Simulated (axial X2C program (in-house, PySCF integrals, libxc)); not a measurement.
**SPrS⁻: the levels of the configuration f(δφ)2 f(π)0**

Calculated with an in-house all-electron X2C program for linear molecules (integrals from PySCF): two-component X2C with atomic mean-field Coulomb and Gaunt terms, basis S dyall-v3z, Pr dyall-v3z (cores contracted in-house). Orbitals come from Hartree–Fock averaged over the configuration Pr f(δφ)2 f(π)0; CI then distributes these electrons over the f(δφ), f(π) shells of Pr.

S–Pr–S held linear, both bonds 2.572 Å (near the minimum of the configuration average).

Lowest levels of this model:

```csv
Ω,energy (cm⁻¹),g∥,configuration
5,0,10.65,100% f(δφ)2
4,688,7.21,100% f(δφ)2
6,1292,14.00,100% f(δφ)2
0,2952,0.00,100% f(δφ)2
1,4176,1.98,100% f(δφ)2
1,7955,2.12,100% f(δφ)2
0,8822,0.00,100% f(δφ)2
2,8969,4.99,100% f(δφ)2
0,9987,0.00,100% f(δφ)2
4,14311,8.82,100% f(δφ)2
0,14712,0.00,100% f(δφ)2
1,15375,2.51,100% f(δφ)2
5,18089,10.37,100% f(δφ)2
0,19865,0.00,100% f(δφ)2
6,21472,12.00,100% f(δφ)2
1,22627,3.36,100% f(δφ)2
```

g∥ is the magnitude of 2⟨Lz + ge Sz⟩ for the +Ω component.

Problem. From Ω and g∥ of the lowest level, whose 2⟨Lz + ge Sz⟩ is positive, find ⟨Sz⟩ and ⟨Lz⟩ (ge = 2.0023).

Solution. Ω = ⟨Lz⟩ + ⟨Sz⟩ = 5 and ⟨Lz⟩ + ge⟨Sz⟩ = 5.325, so ⟨Sz⟩ = 0.32 and ⟨Lz⟩ = 4.68.

Occupations of the active spinors in the lowest level by ω, shell by shell in order of energy: -7/2: 0.00; -5/2: 0.00 0.00; -3/2: 0.00 0.00; -1/2: 0.00; 1/2: 0.00; 3/2: 0.64 0.00; 5/2: 0.36 0.36; 7/2: 0.64. The leading determinant has weight 0.64 among 3.

This point took 3 s on 1 thread of Arm Neoverse V1, on a shared host.

There is no dynamic correlation: spin–orbit spacings and, for f shells, spacings inside one term are the most reliable numbers, splittings between terms come out too wide, and energies between configurations are not reliable, so the lowest level need not be the ground state of the molecule. At most 6 roots were kept for each Ω > 0 (twice that for Ω = 0) within 3.5 eV of the lowest, so higher up levels can be missing between those listed; levels with Ω > 0 are doubly degenerate and listed once, Ω = 0 levels singly. States that fill the shells left empty in the average are placed too high. For an anion, levels above electron detachment are held by the basis set. The molecule was held linear; bending was not examined.
